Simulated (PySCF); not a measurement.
Ni(OH)2: what the settings change

Ni(OH)2: Ni(II) (d8), charge 0. The structure is a PBE0-D3(BJ)/def2-TZVP geometry optimised for multiplicity 3; coordination linear, point group C2h, metal–donor distances 1.73 Å.

```
5

Ni    0.0000    0.0000    0.0000
O     0.0000    0.0000    1.7318
H    -0.7633    0.0000    2.3078
O     0.0000    0.0000   -1.7318
H     0.7633    0.0000   -2.3078
```

Method (PySCF 2.14, density fitting): CASSCF(8,5) with orbitals averaged over all microstates of the shell, strongly contracted NEVPT2 on the averaged canonical orbitals; basis x2c-TZVPall on the metal, x2c-SVPall elsewhere; spin-free X2C; gas phase; spin-orbit coupling by state interaction with the mean-field operator over all roots.

Base run: NEVPT2 ground state 3Bg, next 3Bg at 1705, then 3Ag at 3151 cm⁻¹, B(CASSCF) 1213, ζ 635 cm⁻¹, μeff(300 K) 4.05 μB.

Q: What happens with the basis x2c-TZVPall on all atoms?

A: NEVPT2 ground state 3Bg, next 3Bg at 1576, then 3Ag at 3034 cm⁻¹, B(CASSCF) 1213, ζ 635 cm⁻¹, μeff(300 K) 4.09 μB. It took 1.8 s against 1.7 s on a shared host of the same kind.

Q: What happens with orbitals averaged over the highest spin alone?

A: NEVPT2 ground state 3Bg, next 3Bg at 1610, then 3Ag at 2954 cm⁻¹, B(CASSCF) 1219, ζ 637 cm⁻¹, μeff(300 K) 4.10 μB.

NEVPT2 lifts 3Ag from 3099 to 6509 cm⁻¹; on the d shell alone such lifts tend to overshoot.
